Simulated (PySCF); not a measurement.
HGa, charge +1, quartet, geometry from GFN2-xTB of the parent state (such geometries of metal compounds can be far from the true shape) (a state made from the parent by changing its charge; the spin is typed, not shown lowest); HF/3-21G run with PySCF.

The PySCF input:
```python
from pyscf import gto, scf

mol = gto.Mole()
mol.atom = '''
    Ga   -0.00000000   -0.00000000   -0.05952365
    H     0.00000000    0.00000000    1.84523317
'''
mol.basis = '3-21g'
mol.charge = 1
mol.spin = 3
mol.verbose = 4
mol.build()

mf = scf.UHF(mol)
mf.kernel()
mf.analyze()
```

It wrote (shortened):

```
PySCF version 2.14.0

[INPUT] verbose = 4
[INPUT] num. atoms = 2
[INPUT] num. electrons = 31
[INPUT] charge = 1
[INPUT] spin (= nelec alpha-beta = 2S) = 3
[INPUT] symmetry False subgroup None
[INPUT] Mole.unit = angstrom
[INPUT] Symbol           X                Y                Z      unit          X                Y                Z       unit  Magmom
[INPUT]  1 Ga     0.000000000000   0.000000000000  -0.059523650000 AA    0.000000000000   0.000000000000  -0.112483396434 Bohr   0.0
[INPUT]  2 H      0.000000000000   0.000000000000   1.845233170000 AA    0.000000000000   0.000000000000   3.486985327263 Bohr   0.0

nuclear repulsion = 8.61238209847701
number of shells = 12
number of NR pGTOs = 57
number of NR cGTOs = 24
basis = 3-21g
ecp = {}

******** <class 'pyscf.scf.uhf.UHF'> ********
method = UHF
initial guess = minao
damping factor = 0
level_shift factor = 0
DIIS = <class 'pyscf.scf.diis.CDIIS'>
diis_start_cycle = 1
diis_space = 8
diis_damp = 0
SCF conv_tol = 1e-09
SCF conv_tol_grad = None
SCF max_cycles = 50
direct_scf = True
direct_scf_tol = 1e-13
number electrons alpha = 17  beta = 14
Set gradient conv threshold to 3.16228e-05
init E= -1912.33902928491

cycle= 1 E= -1913.86403916451  delta_E= -1.53  |g|= 0.164  |ddm|= 1.15
cycle= 2 E= -1913.91426322004  delta_E= -0.0502  |g|= 0.055  |ddm|= 0.479
cycle= 3 E= -1913.9211530327  delta_E= -0.00689  |g|= 0.0091  |ddm|= 0.235
cycle= 4 E= -1913.92135889167  delta_E= -0.000206  |g|= 0.00151  |ddm|= 0.0421
cycle= 5 E= -1913.92136432682  delta_E= -5.44e-06  |g|= 0.000305  |ddm|= 0.00642
cycle= 6 E= -1913.92136455066  delta_E= -2.24e-07  |g|= 5.92e-05  |ddm|= 0.00137
cycle= 7 E= -1913.92136455794  delta_E= -7.29e-09  |g|= 5.72e-06  |ddm|= 0.000238
cycle= 8 E= -1913.921364558  delta_E= -5.25e-11  |g|= 1.14e-06  |ddm|= 1.68e-05
Extra cycle  E= -1913.921364558  delta_E= -1.59e-12  |g|= 4.59e-07  |ddm|= 3.31e-06
converged SCF energy = -1913.921364558  <S^2> = 3.7501632  2S+1 = 4.0000816
**** SCF Summaries ****
Total Energy =                       -1913.921364557997094
Nuclear Repulsion Energy =               8.612382098477012
One-electron Energy =                -2682.417168786122602
Two-electron Energy =                  759.883422129648579
Two-electron Coulomb Energy =          833.631693742679204
DFT Exchange-Correlation Energy =      -73.748271613030624
**** MO energy ****
                             alpha | beta                alpha | beta
MO #1   energy= -376.713694005276  | -376.70776610844   occ= 1 | 1
MO #2   energy= -48.2457013198354  | -48.2383117192849  occ= 1 | 1
MO #3   energy= -42.5035304191562  | -42.4990870792252  occ= 1 | 1
MO #4   energy= -42.5029140970325  | -42.4988271472784  occ= 1 | 1
MO #5   energy= -42.502158418756   | -42.4952543027574  occ= 1 | 1
MO #6   energy= -6.65635500817569  | -6.63487560341736  occ= 1 | 1
MO #7   energy= -4.72954403456183  | -4.71875075185033  occ= 1 | 1
MO #8   energy= -4.72771777064281  | -4.71824063065177  occ= 1 | 1
MO #9   energy= -4.72628403793955  | -4.70598718316172  occ= 1 | 1
MO #10  energy= -1.41300622625145  | -1.40379444443009  occ= 1 | 1
MO #11  energy= -1.41189032296318  | -1.40324708764538  occ= 1 | 1
MO #12  energy= -1.4044111235604   | -1.39284069587602  occ= 1 | 1
MO #13  energy= -1.40385219187367  | -1.39282477911726  occ= 1 | 1
MO #14  energy= -1.40180100032177  | -1.38895179514399  occ= 1 | 1
MO #15  energy= -0.916654781602044 | -0.353685936549766 occ= 1 | 0
MO #16  energy= -0.690559736404605 | -0.205608738655748 occ= 1 | 0
MO #17  energy= -0.501488091063925 | -0.15442571259419  occ= 1 | 0
MO #18  energy= -0.232981061881658 | -0.122789909214305 occ= 0 | 0
MO #19  energy= -0.13827568255572  | -0.00251671732790948 occ= 0 | 0
MO #20  energy= -0.00107479763780527 | 0.052373975330078  occ= 0 | 0
MO #21  energy= 0.060493394904692  | 0.126406577227491  occ= 0 | 0
MO #22  energy= 0.065099621347383  | 0.132463602297546  occ= 0 | 0
MO #23  energy= 0.0809014260865162 | 0.156496573059741  occ= 0 | 0
MO #24  energy= 0.91177453938581   | 1.07364107176657   occ= 0 | 0

To work with the spin densities directly, `use mulliken_meta_spin()` only printing them here.

 ** Mulliken spin pop alpha/beta on meta-lowdin orthogonal AOs **
 ** Mulliken Spin Density (per AO)  **
spin_pop of  0 Ga 1s        0.00001
spin_pop of  0 Ga 2s        0.00016
spin_pop of  0 Ga 3s        0.00638
spin_pop of  0 Ga 4s        0.96881
spin_pop of  0 Ga 5s        0.00144
spin_pop of  0 Ga 2px       0.00000
spin_pop of  0 Ga 2py      -0.00000
spin_pop of  0 Ga 2pz      -0.00000
spin_pop of  0 Ga 3px       0.00002
spin_pop of  0 Ga 3py      -0.00004
spin_pop of  0 Ga 3pz      -0.00003
spin_pop of  0 Ga 4px       0.97552
spin_pop of  0 Ga 4py       0.01835
spin_pop of  0 Ga 4pz       0.21832
spin_pop of  0 Ga 5px       0.00601
spin_pop of  0 Ga 5py       0.00012
spin_pop of  0 Ga 5pz       0.00514
spin_pop of  0 Ga 3dxy      0.00001
spin_pop of  0 Ga 3dyz      0.00001
spin_pop of  0 Ga 3dz^2     0.00044
spin_pop of  0 Ga 3dxz      0.00001
spin_pop of  0 Ga 3dx2-y2    0.00008
spin_pop of  1 H 1s        0.79794
spin_pop of  1 H 2s        0.00130
 ** Mulliken Spin Density (per atom)  **
spin density of  0 Ga =      2.20076
spin density of  1 H =      0.79924
 ** Mulliken pop alpha/beta on meta-lowdin orthogonal AOs **
 ** Mulliken pop       alpha | beta **
pop of  0 Ga 1s        1.00000 | 0.99999
pop of  0 Ga 2s        0.99999 | 0.99983
pop of  0 Ga 3s        0.99968 | 0.99330
pop of  0 Ga 4s        0.97522 | 0.00640
pop of  0 Ga 5s        0.00187 | 0.00043
pop of  0 Ga 2px       1.00000 | 1.00000
pop of  0 Ga 2py       1.00000 | 1.00000
pop of  0 Ga 2pz       1.00000 | 1.00000
pop of  0 Ga 3px       0.99999 | 0.99997
pop of  0 Ga 3py       0.99991 | 0.99996
pop of  0 Ga 3pz       0.99991 | 0.99995
pop of  0 Ga 4px       0.97555 | 0.00003
pop of  0 Ga 4py       0.01840 | 0.00004
pop of  0 Ga 4pz       0.21838 | 0.00006
pop of  0 Ga 5px       0.00602 | 0.00001
pop of  0 Ga 5py       0.00014 | 0.00002
pop of  0 Ga 5pz       0.00529 | 0.00014
pop of  0 Ga 3dxy      1.00000 | 0.99999
pop of  0 Ga 3dyz      1.00000 | 0.99999
pop of  0 Ga 3dz^2     0.99867 | 0.99822
pop of  0 Ga 3dxz      1.00000 | 0.99999
pop of  0 Ga 3dx2-y2    1.00000 | 0.99992
pop of  1 H 1s        0.79937 | 0.00143
pop of  1 H 2s        0.00164 | 0.00034
In total            17.00000 | 14.00000
 ** Mulliken atomic charges   ( Nelec_alpha | Nelec_beta ) **
charge of  0Ga =      0.80279  (    16.19899     13.99822 )
charge of  1H =      0.19721  (     0.80101      0.00178 )

WARN: System has nonzero charge 1; the dipole moment is origin-dependent.
Location of origin: [0. 0. 0.]

Dipole moment(X, Y, Z, Debye):  0.00000,  0.00000,  1.60745
```
